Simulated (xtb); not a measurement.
xtb input (GFN1-xTB):

```bash
xtb mol.xyz --gfn 1 --sp --chrg -1 --uhf 0
```
mol.xyz:
```
7

F      1.50933977    -0.90170010     0.55095530
Si     0.86546899     0.21909981    -0.55114093
Si    -1.45964240     0.20519327     0.12768594
H      1.08149107     1.50557925     0.28180014
H     -1.90959587     0.33292891     1.56514520
H     -2.19133673     1.33594827    -0.55189618
H     -2.24618855    -0.99925869    -0.32527706
```

End of the output:

```
         :::::::::::::::::::::::::::::::::::::::::::::::::::::
         ::                     SUMMARY                     ::
         :::::::::::::::::::::::::::::::::::::::::::::::::::::
         :: total energy             -11.254035957775 Eh    ::
         :: gradient norm              0.044237108979 Eh/a0 ::
         :: HOMO-LUMO gap              2.989405473500 eV    ::
         ::.................................................::
         :: SCC energy               -11.286249836032 Eh    ::
         :: -> electrostatic           0.102308022062 Eh    ::
         :: repulsion energy           0.034136953322 Eh    ::
         :: dispersion energy         -0.001923075065 Eh    ::
         :: halogen bond corr.         0.000000000000 Eh    ::
         :: add. restraining           0.000000000000 Eh    ::
         :: total charge              -1.000000000000 e     ::
         :::::::::::::::::::::::::::::::::::::::::::::::::::::

           -------------------------------------------------
          |                Property Printout                |
           -------------------------------------------------

    * Orbital Energies and Occupations

         #    Occupation            Energy/Eh            Energy/eV
      -------------------------------------------------------------
         1        2.0000           -0.6275064             -17.0753
         2        2.0000           -0.4453440             -12.1184
         3        2.0000           -0.3822249             -10.4009
         4        2.0000           -0.3428394              -9.3291
         5        2.0000           -0.3413297              -9.2881
         6        2.0000           -0.3232347              -8.7957
         7        2.0000           -0.3027593              -8.2385
         8        2.0000           -0.3020730              -8.2198
         9        2.0000           -0.2404100              -6.5419
        10        2.0000           -0.1777241              -4.8361 (HOMO)
        11                         -0.0678655              -1.8467 (LUMO)
        12                         -0.0402005              -1.0939
        13                         -0.0126945              -0.3454
        14                          0.0085713               0.2332
        15                          0.0479014               1.3035
        16                          0.0781054               2.1254
Note: The following floating-point exceptions are signalling: IEEE_DENORMAL
normal termination of xtb
        17                          0.1027103               2.7949
        18                          0.1048020               2.8518
        19                          0.1085511               2.9538
        20                          0.1194894               3.2515
        21                          0.1481097               4.0303
       ...                                ...                  ...
        30                          1.5390141              41.8787
      -------------------------------------------------------------
                  HL-Gap            0.1098586 Eh            2.9894 eV
             Fermi-level           -0.1227948 Eh           -3.3414 eV

  Mulliken/CM5 charges         n(s)   n(p)   n(d)
     1F    -0.29374 -0.27710   1.789  5.505  0.000
     2Si   -0.22773 -0.31600   1.496  2.237  0.495
     3Si   -0.08259 -0.31026   1.324  2.307  0.452
     4H    -0.09342 -0.02115   1.093  0.000  0.000
     5H    -0.09721 -0.02214   1.097  0.000  0.000
     6H    -0.10338 -0.02735   1.103  0.000  0.000
     7H    -0.10193 -0.02600   1.102  0.000  0.000

Wiberg/Mayer (AO) data.
largest (>0.10) Wiberg bond orders for each atom

 ---------------------------------------------------------------------------
     #   Z sym  total        # sym  WBO       # sym  WBO       # sym  WBO
 ---------------------------------------------------------------------------
     1   9 F    1.219 --     2 Si   1.177
     2  14 Si   3.457 --     3 Si   1.267     1 F    1.177     4 H    0.922
     3  14 Si   4.193 --     2 Si   1.267     6 H    0.943     7 H    0.941
                             5 H    0.935
     4   1 H    1.010 --     2 Si   0.922
     5   1 H    0.989 --     3 Si   0.935
     6   1 H    0.987 --     3 Si   0.943
     7   1 H    0.987 --     3 Si   0.941
 ---------------------------------------------------------------------------

Topologies differ in total number of bonds
Writing topology from bond orders to xtbtopo.mol

 dipole moment from electron density (au)
     X       Y       Z
  -0.1409  -0.0452   0.2573  total (Debye):    0.754

           -------------------------------------------------
          | TOTAL ENERGY              -11.254035957775 Eh   |
          | GRADIENT NORM               0.044237108979 Eh/α |
          | HOMO-LUMO GAP               2.989405473500 eV   |
           -------------------------------------------------

------------------------------------------------------------------------
------------------------------------------------------------------------
 total:
 SCF:
```

It need not be the lowest isomer of its formula. Whether it binds its extra electron was not tested at this geometry.
